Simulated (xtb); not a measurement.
S8, charge -1, quartet, at the geometry of the source list (a state made from the parent by changing its charge; the spin is typed, not shown lowest); xtb 6.7.1 with GFN0-xTB.

The xtb input:
```
$ xtb mol.xyz --gfn 0 --chrg -1 --uhf 3 --json

# file mol.xyz
8

S      1.75900000    -1.78430000     0.07990000
S      1.53220000    -0.05360000     1.13450000
S      1.91110000     1.62190000     0.03530000
S      0.12080000     2.06780000    -0.96920000
S     -1.36750000     1.78240000     0.41160000
S     -2.37000000     0.10280000    -0.23390000
S     -1.52050000    -1.64200000     0.45650000
S     -0.06520000    -2.09500000    -0.91460000
```

What the program printed (banner, timings and long lists left out):

```
   ID    Z sym.   atoms
    1   16 S      1-8

           -------------------------------------------------
          |                Calculation Setup                |
           -------------------------------------------------

           -------------------------------------------------
          |                 G F N 0 - x T B                 |
           -------------------------------------------------

          ...................................................
          :                      SETUP                      :
          :.................................................:
          :  # basis functions                  80          :
          :  # atomic orbitals                  72          :
          :  # shells                           24          :
          :  # electrons                        49          :
          :  electronic temp.          300.0000000     K    :
          :  accuracy                    1.0000000          :
          :  -> integral cutoff          0.2500000E+02      :
          :  -> integral neglect         0.1000000E-07      :
          ...................................................

         :::::::::::::::::::::::::::::::::::::::::::::::::::::
         ::                     SUMMARY                     ::
         :::::::::::::::::::::::::::::::::::::::::::::::::::::
         :: total energy             -27.464512265070 Eh    ::
         :: gradient norm              0.088853010850 Eh/a0 ::
         :: HOMO-LUMO gap              0.126513334618 eV    ::
         ::.................................................::
         :: H0 energy                -26.339411318819 Eh    ::
         :: repulsion energy           0.039835899986 Eh    ::
         :: electrostat energy        -1.157273810189 Eh    ::
         :: -> Gsolv                   0.000000000000 Eh    ::
         ::    -> Gsasa                0.000000000000 Eh    ::
         ::    -> Gshift               0.000000000000 Eh    ::
         :: dispersion energy         -0.007663036048 Eh    ::
         :: short-range corr.          0.000000000000 Eh    ::
         :: add. restraining           0.000000000000 Eh    ::
         :: total charge              -1.000000000000 e     ::
         :::::::::::::::::::::::::::::::::::::::::::::::::::::

           -------------------------------------------------
          |                Property Printout                |
           -------------------------------------------------

    * Orbital Energies and Occupations

         #    Occupation            Energy/Eh            Energy/eV
      -------------------------------------------------------------
         1        2.0000           -0.7535189             -20.5043
       ...           ...                  ...                  ...
        14        2.0000           -0.4795280             -13.0486
        15        2.0000           -0.4733311             -12.8800
        16        2.0000           -0.4649011             -12.6506
        17        2.0000           -0.4370788             -11.8935
        18        2.0000           -0.4272203             -11.6253
        19        2.0000           -0.4141846             -11.2705
        20        2.0000           -0.4072153             -11.0809
        21        2.0000           -0.4017475             -10.9321
        22        2.0000           -0.3917235             -10.6593
        23        1.9999           -0.3902605             -10.6195
        24        1.0001           -0.3724571             -10.1351
        25        0.9976           -0.2674801              -7.2785
        26        0.9215           -0.2640823              -7.1860 (HOMO)
        27        0.0809           -0.2594331              -7.0595 (LUMO)
        28        0.0000           -0.2470424              -6.7224
        29                         -0.2442261              -6.6457
        30                         -0.2325835              -6.3289
        31                         -0.2325313              -6.3275
        32                         -0.2192780              -5.9669
        33                         -0.0409248              -1.1136
        34                         -0.0400311              -1.0893
        35                         -0.0344115              -0.9364
        36                         -0.0329917              -0.8977
        37                         -0.0323770              -0.8810
       ...                                ...                  ...
        72                          0.7188058              19.5597
      -------------------------------------------------------------
                  HL-Gap            0.0046493 Eh            0.1265 eV
             Fermi-level            0.0000000 Eh            0.0000 eV

     #   Z          covCN         q      C6AA      α(0)
     1  16 S        1.965    -0.146   144.564    20.272
     2  16 S        1.978    -0.091   142.227    20.107
     3  16 S        1.965    -0.146   144.564    20.272
     4  16 S        1.979    -0.121   143.496    20.197
     5  16 S        1.967    -0.124   143.618    20.206
     6  16 S        1.988    -0.128   143.818    20.220
     7  16 S        1.967    -0.124   143.618    20.206
     8  16 S        1.979    -0.121   143.496    20.197

 Mol. C6AA /au·bohr⁶  :       9195.156025
 Mol. C8AA /au·bohr⁸  :     450481.727863
 Mol. α(0) /au        :        161.676480

Wiberg/Mayer (AO) data.
largest (>0.10) Wiberg bond orders for each atom

 ---------------------------------------------------------------------------
     #   Z sym  total        # sym  WBO       # sym  WBO       # sym  WBO
 ---------------------------------------------------------------------------
     1  16 S    2.840 --     2 S    1.188     8 S    1.071     3 S    0.215
                             4 S    0.139     7 S    0.120
     2  16 S    2.741 --     1 S    1.188     3 S    1.188     4 S    0.128
                             8 S    0.128
     3  16 S    2.840 --     2 S    1.188     4 S    1.071     1 S    0.215
                             8 S    0.139     5 S    0.120
     4  16 S    2.856 --     5 S    1.134     3 S    1.071     8 S    0.180
                             1 S    0.139     2 S    0.128     6 S    0.112
     5  16 S    2.776 --     6 S    1.165     4 S    1.134     7 S    0.159
                             3 S    0.120
     6  16 S    2.664 --     7 S    1.165     5 S    1.165     8 S    0.112
                             4 S    0.112
     7  16 S    2.777 --     6 S    1.165     8 S    1.134     5 S    0.159
                             1 S    0.120
     8  16 S    2.856 --     7 S    1.134     1 S    1.071     4 S    0.180
                             3 S    0.139     2 S    0.128     6 S    0.112
 ---------------------------------------------------------------------------

Topologies differ in total number of bonds
Writing topology from bond orders to xtbtopo.mol

 dipole moment from electron density (au)
     X       Y       Z
  -0.0568   0.0051   0.1769  total (Debye):    0.472

           -------------------------------------------------
          | TOTAL ENERGY              -27.464512265070 Eh   |
          | GRADIENT NORM               0.088853010850 Eh/α |
          | HOMO-LUMO GAP               0.126513334618 eV   |
           -------------------------------------------------

normal termination of xtb
```
